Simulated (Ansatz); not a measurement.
Gas-phase electronic energies from Ansatz, PBE0-D4/def2-TZVP geometries. CBS: MP2 limit from def2 TZ/QZ plus the TZ coupled-cluster correction, frozen cores. This one scheme is used for every species. Functionals use def2-TZVPP. B3LYP here is the variant with VWN-RPA as its local correlation; programs differ in this. HSE06 is defined as in plane-wave codes. One conformer a species, not always the lowest.

`C=N[SiH](S)S` + CH₄ → `C[SiH](S)S` + `C=N`  (formal exchange of groups at the Si–N bond)

`C=N[SiH](S)S`:

Cartesian coordinates in Å:
```
C -1.146 -1.496 -0.418
N -0.784 -0.390 0.061
Si 0.791 0.319 -0.101
S 0.528 2.137 -1.172
S 1.596 0.472 1.861
H -2.168 -1.855 -0.257
H -0.496 -2.160 -1.007
H 1.793 -0.459 -0.878
H -0.562 2.481 -0.463
H 0.449 0.951 2.375
```

CH₄:

Cartesian coordinates in Å:
```
C 0.000 0.000 0.000
H 0.217 -0.911 -0.556
H -0.855 -0.168 0.654
H -0.230 0.805 -0.697
H 0.868 0.275 0.599
```

`C[SiH](S)S`:

Z-matrix (Å, degrees):
```
C
Si 1 1.860
H 1 1.093 2 110.6
H 1 1.092 2 110.8 3 120.2
H 1 1.092 2 110.0 3 -120.0
S 2 2.139 1 105.5 3 -59.3
S 2 2.138 1 113.5 3 177.4
H 2 1.484 1 111.7 3 62.0
H 6 1.343 2 94.6 1 -176.3
H 7 1.344 2 94.5 1 63.3
```

`C=N`:

Z-matrix (Å, degrees):
```
C
N 1 1.261
H 1 1.096 2 124.9
H 1 1.092 2 118.8 3 -180.0
H 2 1.021 1 111.0 3 -0.0
```

```json
{"level": "LDA (SPW92)", "ΔE (kJ/mol)": "40.8", "difference from CCSD(T)/CBS": "1.4"}
{"level": "PBE-D4", "ΔE (kJ/mol)": "39.6", "difference from CCSD(T)/CBS": "0.2"}
{"level": "BLYP-D4", "ΔE (kJ/mol)": "47.7", "difference from CCSD(T)/CBS": "8.3"}
{"level": "HSE06-D4", "ΔE (kJ/mol)": "38.1", "difference from CCSD(T)/CBS": "-1.3"}
{"level": "ωB97M-V", "ΔE (kJ/mol)": "39.2", "difference from CCSD(T)/CBS": "-0.2"}
{"level": "B3LYP", "ΔE (kJ/mol)": "43.0", "difference from CCSD(T)/CBS": "3.6"}
{"level": "HSE06", "ΔE (kJ/mol)": "36.6", "difference from CCSD(T)/CBS": "-2.8"}
{"level": "BHLYP", "ΔE (kJ/mol)": "43.3", "difference from CCSD(T)/CBS": "3.9"}
{"level": "SCS-MP2/def2-QZVPP", "ΔE (kJ/mol)": "43.3", "difference from CCSD(T)/CBS": "3.9"}
{"level": "CCSD/CBS(def2)", "ΔE (kJ/mol)": "38.5", "difference from CCSD(T)/CBS": "-0.9"}
{"level": "CCSD(T)/CBS", "ΔE (kJ/mol)": "39.4", "difference from CCSD(T)/CBS": "0"}
```

Problem. What do rigid-rotor, harmonic-oscillator terms from PBE0-D4/def2-TZVP frequencies (298.15 K, 1 bar) make of the CCSD(T)/CBS value? (Best estimate.)

Solution. Computed: ΔZPE = +4.1 kJ/mol, ΔH = +41.3 kJ/mol, ΔS = 14 J/(mol·K), ΔG = +37.0 kJ/mol.

Largest T1 diagnostic among the species: 0.013.

Leaving LDA and LC-ωPBE aside and taking each functional with its dispersion term where it has one, the values spread over 9.7 kJ/mol, from PBE0-D4 to BLYP-D4.
